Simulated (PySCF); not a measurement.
Numbering as in the mapped SMILES `[CH2:1]=[CH:2][C@:3]([F:4])([C:5]#[C:6][CH3:7])[CH:8]([CH3:9])[CH3:10]`; H(Xn) means a hydrogen on atom n. Ha(C1) is cis to C3; Hb(C1) is trans to C3.

PySCF calculation with coordinates at the GFN2-xTB level and PBE0/pcSseg-1 with gauge-including orbitals; relativity neglected, fast rotation and ring inversion assumed for equivalent nuclei, isolated molecule, one conformer.

Scale: TMS for $^{13}$C (σref 186.93) (reference shieldings calculated alike).

Problem. Do the $^{13}$C shifts follow the atomic charges (in e)? Tabulate both.

Solution. 
```csv
atoms,hybridisation,δ (ppm),σ para (ppm),Hirshfeld,IAO,Mulliken,ESP-fitted
C2,sp2,148.4,-220,-0.05,-0.15,-0.19,-0.20
C1,sp2,119.9,-186,-0.10,-0.31,-0.10,-0.35
C3,sp3,94.7,-149,+0.12,+0.29,+0.03,+0.63
C6,sp,93.9,-177,-0.03,-0.02,-0.35,+0.35
C5,sp,84.3,-159,-0.07,-0.09,+0.21,-0.64
C8,sp3,41.7,-104,-0.02,-0.10,-0.35,+0.25
C10,sp3,18.7,-79,-0.13,-0.42,-0.20,-0.46
C9,sp3,17.8,-78,-0.13,-0.42,-0.17,-0.47
C7,sp3,4.7,-73,-0.09,-0.44,-0.19,-0.59
```

Correlation coefficients of δ with charge over these carbons: Hirshfeld +0.40, IAO +0.54, Mulliken +0.22, ESP-fitted +0.32; with the paramagnetic shielding -0.99. Among the 5 sp3 carbons alone: Hirshfeld +0.96, IAO +0.98, Mulliken +0.60, ESP-fitted +0.95. With so few points, grouped by hybridisation, these coefficients are fragile. Charge is one influence among several: hybridisation and low-lying excitations act through the paramagnetic term.

Shifts are as computed. Against solution values, carbons near 30 ppm lie about +3 ppm off and those near 130 ppm about +5 ppm. Of 1309 compounds with measured shifts, 239 miss one by over three times the rms of a fit or turn the order of signals round; such compounds aren't used in these exercises.
